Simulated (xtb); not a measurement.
xtb input (GFN-FF):

```bash
xtb mol.xyz --gfnff --opt tight --chrg 0 --uhf 0
```
mol.xyz:
```
14

C     -2.59887679     0.66679994     0.24626298
C     -1.70017789    -0.37122283    -0.42240555
C     -2.00427810    -1.80051141     0.02135770
Ge     0.18950287     0.05295112    -0.07989469
Cl     0.62949629    -0.03371960     2.03416480
Cl     1.51308294    -1.33467169    -1.07245125
Cl     0.70085036     2.03572034    -0.76522655
H     -2.37883387     1.67910600    -0.09341448
H     -2.49160904     0.64018688     1.33210762
H     -3.64415172     0.45207486     0.01068325
H     -1.78470251    -0.29248702    -1.50963654
H     -3.04245599    -2.04468598    -0.21690648
H     -1.87598644    -1.91436404     1.09925009
H     -1.36465878    -2.52925461    -0.47702336
```

End of the output:

```
         :::::::::::::::::::::::::::::::::::::::::::::::::::::
         ::                     SUMMARY                     ::
         :::::::::::::::::::::::::::::::::::::::::::::::::::::
         :: total energy              -1.575513070656 Eh    ::
         :: gradient norm              0.000360524501 Eh/a0 ::
         ::.................................................::
         :: bond energy               -1.641641769863 Eh    ::
         :: angle energy               0.016037975310 Eh    ::
         :: torsion energy             0.000034171751 Eh    ::
         :: repulsion energy           0.093392427863 Eh    ::
         :: electrostat energy        -0.031416487065 Eh    ::
         :: dispersion energy         -0.010954840526 Eh    ::
         :: HB energy                  0.000000000000 Eh    ::
         :: XB energy                  0.000000000000 Eh    ::
         :: bonded atm energy         -0.000964548126 Eh    ::
         :: external energy            0.000000000000 Eh    ::
         :: add. restraining           0.000000000000 Eh    ::
         :: total charge               0.000000000000 e     ::
         :::::::::::::::::::::::::::::::::::::::::::::::::::::

           -------------------------------------------------
          |                Property Printout                |
           -------------------------------------------------
Note: The following floating-point exceptions are signalling: IEEE_UNDERFLOW_FLAG IEEE_DENORMAL
normal termination of xtb

molecular dipole:
                 x           y           z       tot (Debye)
 q only:       -1.691      -0.398      -0.106       4.424
           -------------------------------------------------
          |                Geometry Summary                 |
           -------------------------------------------------

      molecular mass/u    :      222.0741558
   center of mass at/Å    :        0.0681719       0.0158461       0.0059803
  moments of inertia/u·Å² :        0.4770367E+03   0.5310409E+03   0.5972189E+03
rotational constants/cm⁻¹ :        0.3533823E-01   0.3174451E-01   0.2822689E-01

 * 13 selected distances

     #   Z          #   Z                                           value/Å
     1   6 C        2   6 C                                       1.5122189
     2   6 C        3   6 C                                       1.5122184
     2   6 C        4  32 Ge                                      1.9669828
     4  32 Ge       5  17 Cl                                      2.1567861
     4  32 Ge       6  17 Cl                                      2.1595279 (max)
     4  32 Ge       7  17 Cl                                      2.1595178
     1   6 C        8   1 H                                       1.0916840
     1   6 C        9   1 H                                       1.0909016 (min)
     1   6 C       10   1 H                                       1.0914371
     2   6 C       11   1 H                                       1.0979049
     3   6 C       12   1 H                                       1.0914448
     3   6 C       13   1 H                                       1.0909085
     3   6 C       14   1 H                                       1.0916811

 * 4 distinct bonds (by element types)

   Z      Z             #   av. dist./Å        max./Å        min./Å
   1 H    6 C           7     1.0922803     1.0979049     1.0909016
   6 C    6 C           2     1.5122187     1.5122189     1.5122184
   6 C   32 Ge          1     1.9669828     1.9669828     1.9669828
  17 Cl  32 Ge          3     2.1586106     2.1595279     2.1567861

optimized geometry written to: xtbopt.xyz

           -------------------------------------------------
          | TOTAL ENERGY               -1.575513070656 Eh   |
          | GRADIENT NORM               0.000360524501 Eh/α |
           -------------------------------------------------
########################################################################
[WARNING] Runtime exception occurred
-1- gfnff_setup: Could not read topology file.
########################################################################

------------------------------------------------------------------------
------------------------------------------------------------------------
 total:
 SCF:
 ANC optimizer:
```
